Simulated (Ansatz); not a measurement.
The cluster Ag2S. Charge 0, multiplicity 1. Geometry PBE-D4/def2-TZVP; atoms count from 1.

Cartesian coordinates in Å:
```
Ag -0.922 -0.757 -1.067
Ag 0.355 -0.139 1.555
S 0.567 0.897 -0.488
```

In the def2 sets Ag takes a core potential; there is no spin–orbit coupling. The structure comes from a short search, and lower isomers may exist.

**Question.** Estimate the Mulliken populations from the PBE0/def2-TZVP orbitals of Ansatz.

**Answer.** 
```csv
atom,charge (e),d electrons
Ag1,0.28,9.87
Ag2,0.28,9.87
S3,-0.56,–
```
Mulliken values and Mayer orders depend strongly on the basis.

**Question.** And the Mayer bond orders between bonded heavy atoms (over 0.3)?

**Answer.** Ag1–S3 1.11 (2.30 Å); Ag2–S3 1.11 (2.30 Å).
